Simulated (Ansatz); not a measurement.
CH2Cl (SMILES [CH2-]Cl), charge -1, singlet, at a GFN2-xTB geometry (a gas-phase anion, which may not be bound at this level); Ansatz (a first-principles code) with BHLYP/6-311G**.

Ansatz was given this input:
Ansatz 0.2 input:
```yaml
crystal:
  periodic: [false, false, false]
  atoms:
    - {symbol: C, position_ang: [0.00376299, 0.16217920, -1.24958859]}
    - {symbol: Cl, position_ang: [-0.00156201, 0.00018286, 0.61906895]}
    - {symbol: H, position_ang: [0.88406358, -0.49140260, -1.51109367]}
    - {symbol: H, position_ang: [-0.88008742, -0.48478128, -1.51554685]}
basis:
  gaussian:
    orbitals: 6-311G__.json
hamiltonian:
  xc: {name: BHLYP}
total_charge: -1
```
The basis file holds 6-311G** in the JSON format of the Basis Set Exchange.

What does Ansatz print? Leave out banner, timings and long lists.


```
Functional definition: BHLYP
516 factors; their error is unknown
mean field evaluation 1: about -13589.1136 eV, gradient 2.3e1 eV
mean field evaluation 2: about -13589.5595 eV, gradient 2.0e1 eV
mean field evaluation 4: about -13590.4986 eV, gradient 8.0e-1 eV
mean field evaluation 8: about -13590.5308 eV, gradient 1.5e-2 eV
mean field -13590.53079953 eV, -499.4427948902 hartree, gradient 5.3e-5 eV, S^2 0.000000; 0 other end points of the search recorded, 0 dependent functions left out
reference -13590.53093130 eV, -499.4427997325 hartree; 13, 13 occupied and 44, 44 virtual orbitals, 516 factors
Total energy: -13590.53093130 eV, -499.4427997325 hartree
```
